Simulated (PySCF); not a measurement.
# Dipole response of Au⁺ (gold, charge +1)

[Xe] 4f14 5d10, closed-shell 1S. Computed with PySCF 2.14 in aug-cc-pwCVTZ-PP with ECP60MDF (8s8p7d4f3g, 122 functions), with a scalar-relativistic core potential. Coupled (time-dependent) response in atomic units; α is the mean over directions.

| method | mean α (bohr³) | C₆ (like pair) | S(−4) |
| --- | --- | --- | --- |
| MN15 | 13.83 | 102.8 | 53.29 |

S(−4) is the Cauchy moment in α(ω) = α(0) + S(−4) ω² + …

α(iu) at MN15:

| u (hartree) | α(iu) (bohr³) |
| --- | --- |
| 0 | 13.83 |
| 0.0500 | 13.70 |
| 0.100 | 13.33 |
| 0.200 | 12.15 |
| 0.300 | 10.81 |
| 0.500 | 8.519 |
| 0.750 | 6.515 |
| 1.00 | 5.126 |
| 1.50 | 3.383 |
| 2.00 | 2.384 |
| 3.00 | 1.350 |
| 5.00 | 0.5912 |

A single London oscillator, α(iu) = α/(1 + u²/ω²), gives C₆ = (3/4) ω α². Matching the computed C₆ needs ω = 4 × 102.8 / (3 × 13.83²) = 0.717 hartree.

For an ion, C₆ is the dispersion term alone; charge-induced terms of lower order in 1/R come first.

Energies and moments cover only the electrons outside the core potential. Spin-orbit coupling, which splits the p, d and f shells strongly at this Z, is absent.
